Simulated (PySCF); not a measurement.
# Energy of Rh²⁺ (rhodium, charge +2) between two integer charges

The 4d beta orbital of [Kr] 4d7 is emptied in steps (occupation f), with all orbitals relaxed, ending at [Kr] 4d6. Calculation: PySCF 2.14, in x2c-TZVPall (8s6p6d1f, 63 functions); scalar relativity by spin-free X2C-1e. The exact energy is a straight line in f; departures are measured from the line between the end points of the same method.

```tsv
f	B3LYP (eV)
1	0.000
0.9	-0.443
0.7	-1.039
0.5	-1.242
0.3	-1.048
0.1	-0.451
0	0.000
```

```
method  E(f=0) − E(f=1) (eV)  −ε at f=1 (eV)  −ε at f=0.5 (eV)
 B3LYP                31.332          26.422            31.303
```

Orbital energy along the path (eV):

| f | B3LYP |
| --- | --- |
| 1 | -26.422 |
| 0.9 | -27.383 |
| 0.7 | -29.328 |
| 0.5 | -31.303 |
| 0.3 | -33.306 |
| 0.1 | -35.333 |
| 0 | -36.355 |

Reference removal energy between the ground levels: 31.06 eV (semi-empirical (NIST evaluation); NIST Atomic Spectra Database, ionization energies). The calculation has no spin-orbit coupling. The determinant left behind need not be the lowest term of the ion.
